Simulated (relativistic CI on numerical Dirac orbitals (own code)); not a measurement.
**Ti III: calculation against measurement**

Calculated at this level of theory: Dirac-Coulomb-Breit CI, orbitals from a KLI potential per configuration, QED by a radiative potential, valence Slater integrals scaled by 0.85, P86 correlation estimate, and configurations built on the next ion tied to the tabulated ionisation energy (semi-empirical) (own radial code, finite nucleus).

CI space (outside the closed core [Ne] 3s2): 3p6 3d2, 3p6 3d 4s, 3p6 3d 4p, 3p6 3d 4d, 3p6 3d 5s, 3p6 3d 4f, 3p6 4s2, 3p6 3d 5p, 3p6 4s 4p, 3p6 3d 5d, 3p6 3d 5f, 3p6 3d 5g, 3p5 3d3, 3p6 4p2, 3p6 4s 4d. Levels of other configurations are missing.

| Configuration | Term (tabulated) | J | Measured (cm⁻¹) | Computed | Error | Purity (%) |
| --- | --- | --- | --- | --- | --- | --- |
| 3p6 3d2 | 3F | 2 | 0.0 | 0 | 0 | 100 |
| 3p6 3d2 | 3F | 3 | 184.9 | 160 | -25 | 100 |
| 3p6 3d2 | 3F | 4 | 420.4 | 364 | -56 | 100 |
| 3p6 3d2 | 1D | 2 | 8473.5 | 9427 | 954 | 99 |
| 3p6 3d2 | 3P | 0 | 10538.4 | 11430 | 892 | 100 |
| 3p6 3d2 | 3P | 1 | 10603.6 | 11486 | 882 | 100 |
| 3p6 3d2 | 3P | 2 | 10721.2 | 11584 | 863 | 99 |
| 3p6 3d2 | 1G | 4 | 14397.6 | 14826 | 429 | 100 |
| 3p6 3d2 | 1S | 0 | 32475.5 | 34531 | 2055 | 98 |
| 3p6 3d 4s | 3D | 2 | 38198.9 | 41738 | 3539 | 100 |
| 3p6 3d 4s | 3D | 3 | 38426.0 | 41942 | 3516 | 100 |
| 3p6 3d 4s | 1D | 2 | 41704.3 | 45401 | 3696 | 99 |
| 3p6 3d 4p | 1D° | 2 | 75198.2 | 78080 | 2882 | 98 |
| 3p6 3d 4p | 3D° | 1 | 77000.2 | 79611 | 2611 | 100 |
| 3p6 3d 4p | 3D° | 2 | 77167.4 | 79767 | 2600 | 89 |
| 3p6 3d 4p | 3F° | 2 | 77421.9 | 80018 | 2596 | 88 |
| 3p6 3d 4p | 3D° | 3 | 77424.4 | 80003 | 2578 | 87 |
| 3p6 3d 4p | 3F° | 3 | 77746.4 | 80312 | 2565 | 87 |
| 3p6 3d 4p | 3F° | 4 | 78158.6 | 80689 | 2530 | 100 |
| 3p6 3d 4p | 3P° | 1 | 80939.2 | 83419 | 2479 | 99 |
| 3p6 3d 4p | 3P° | 0 | 80944.9 | 83420 | 2475 | 100 |
| 3p6 3d 4p | 3P° | 2 | 81024.5 | 83496 | 2472 | 99 |
| 3p6 3d 4p | 1F° | 3 | 83116.9 | 85901 | 2784 | 100 |
| 3p6 3d 4p | 1P° | 1 | 83796.9 | 86240 | 2443 | 97 |
| 3p6 4s2 | 1S | 0 | 102665.1 | 105694 | 3029 | 95 |
| 3p6 3d 4d | 1F | 3 | 127790.6 | 128977 | 1186 | 97 |
| 3p6 3d 4d | 3D | 1 | 128433.4 | 129529 | 1096 | 97 |
| 3p6 3d 4d | 3D | 2 | 128546.4 | 129631 | 1084 | 100 |
| 3p6 3d 4d | 3D | 3 | 128689.7 | 129764 | 1075 | 98 |
| 3p6 3d 4d | 3G | 3 | 129093.3 | 130108 | 1015 | 99 |
| 3p6 3d 4d | 3G | 4 | 129252.7 | 130256 | 1003 | 100 |
| 3p6 3d 4d | 1P | 1 | 129253.4 | 130394 | 1141 | 96 |
| 3p6 3d 4d | 3G | 5 | 129469.4 | 130456 | 987 | 100 |
| 3p6 3d 4d | 3S | 1 | 130739.8 | 131698 | 958 | 99 |
| 3p6 3d 4d | 3F | 2 | 133065.2 | 134531 | 1466 | 99 |
| 3p6 3d 4d | 3F | 3 | 133207.1 | 134667 | 1460 | 100 |
| 3p6 3d 4d | 3F | 4 | 133371.1 | 134823 | 1452 | 100 |
| 3p6 3d 5s | 3D | 1 | 133898.5 | 135045 | 1146 | 100 |
| 3p6 3d 5s | 3D | 2 | 133999.8 | 135146 | 1147 | 94 |
| 3p6 3d 5s | 3D | 3 | 134275.1 | 135389 | 1114 | 100 |
| 3p6 3d 4d | 3P | 0 | 135541.5 | 136663 | 1122 | 99 |
| 3p6 3d 4d | 3P | 1 | 135601.5 | 136719 | 1118 | 99 |
| 3p6 3d 4d | 3P | 2 | 135721.5 | 136849 | 1128 | 75 |
| 3p6 3d 4d | 1G | 4 | 136339.7 | 137397 | 1057 | 99 |
| 3p6 4s 4p | 3P° | 0 | 137258.9 | 138520 | 1261 | 99 |
| 3p6 4s 4p | 3P° | 1 | 137487.8 | 138740 | 1253 | 99 |
| 3p6 4s 4p | 3P° | 2 | 137961.2 | 139192 | 1231 | 99 |
| 3p6 3d 4d | 1S | 0 | 140019.2 | 140711 | 692 | 95 |
| 3p6 3d 5p | 1D° | 2 | 147212.8 | 148445 | 1232 | 90 |
| 3p6 3d 5p | 3D° | 1 | 147562.1 | 148746 | 1184 | 99 |
| 3p6 3d 5p | 3D° | 2 | 147749.9 | 148916 | 1166 | 92 |
| 3p6 3d 5p | 3F° | 2 | 147931.5 | 149123 | 1191 | 93 |
| 3p6 3d 5p | 3F° | 3 | 148111.1 | 149289 | 1177 | 99 |
| 3p6 3d 5p | 3F° | 4 | 148410.2 | 149558 | 1148 | 100 |
| 3p6 3d 5p | 3P° | 0 | 149019.8 | 150308 | 1288 | 99 |
| 3p6 3d 5p | 3P° | 2 | 149268.0 | 150533 | 1265 | 99 |
| 3p6 3d 5p | 1P° | 1 | 149403.5 | 150983 | 1579 | 86 |
| 3p6 3d 5p | 1F° | 3 | 149655.8 | 151143 | 1487 | 99 |
| 3p6 3d 4f | 1G° | 4 | 158285.3 | 159049 | 764 | 85 |
| 3p6 3d 4f | 3F° | 2 | 158536.6 | 159299 | 762 | 93 |
| 3p6 3d 4f | 3F° | 3 | 158557.8 | 159313 | 756 | 70 |
| 3p6 3d 4f | 3G° | 3 | 158740.9 | 159492 | 752 | 67 |

Measured levels from Corliss and Sugar, J. Phys. Chem. Ref. Data 8, 1 (1979); pairs were made by configuration, J and term (by order where the table uses no LS term), so strongly mixed levels may be paired wrongly.

Mean error by configuration (cm⁻¹): 3p6 3d2 749; 3p6 3d 4s 3584; 3p6 3d 4p 2585; 3p6 4s2 3029; 3p6 3d 4d 1120; 3p6 3d 5s 1136; 3p6 4s 4p 1248; 3p6 3d 5p 1272; 3p6 3d 4f 758. Over the excited levels the mean absolute error is 1523 cm⁻¹ (61 of the 64 excited levels that our extract of the source holds in range could be paired, and the others can miss by more), and the median relative error of those above 1,000 cm⁻¹ is 0.91 %.
